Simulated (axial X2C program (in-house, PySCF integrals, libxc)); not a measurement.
**Nuclear properties of CsH**

Computed with an axial X2C code built on PySCF integrals: two-component X2C with atomic mean-field Coulomb and Gaunt terms, Gaussian nuclei, basis Cs dyall-cv3z, H dyall-v3z with contracted cores.

R = 2.475 Å (near the PBE0 minimum at charge 0 of the determinant lowest at the starting distance; the state shown can have its own minimum elsewhere).

Determinant lowest in the PBE0 search, Ω = 0 (closed shell), highest spinor 64% H s, 16% Cs s, 13% Cs d:

| level | qzz Cs (a.u.) | qzz H (a.u.) | μ (D) |
| --- | --- | --- | --- |
| PBE0 | -1.06 | 0.02 | -7.80 |
| HF | -1.22 | 0.02 | -8.94 |
| LDA | -1.10 | 0.02 | -6.96 |
| TPSSh | -1.06 | 0.02 | -7.72 |
| B3LYP | -1.14 | 0.02 | -7.64 |

qzz is the electric field gradient, eQq0 = 234.96 MHz × Q/barn × qzz; μ is positive if the H end (last atom) is positive. The operators were transformed with the bare-nucleus X2C matrices; with these basis sets, hyperfine constants and field gradients can be off by tens of per cent, and where levels differ in sign neither size nor sign is settled.

(1) With Q(133Cs) = -0.00343 barn (Q from Pyykkö, Mol. Phys. 2018), turn the PBE0 values of the first state into constants in MHz.

Each state is one determinant with collinear spin. The search compared states at one distance, so a state with another bond length can lie lower. Further determinants of the search, some of them spin-mixed, are not shown.

Answers

(1) eQq0(133Cs) = 234.96 × (-0.00343) × (-1.06) = 0.854 MHz.
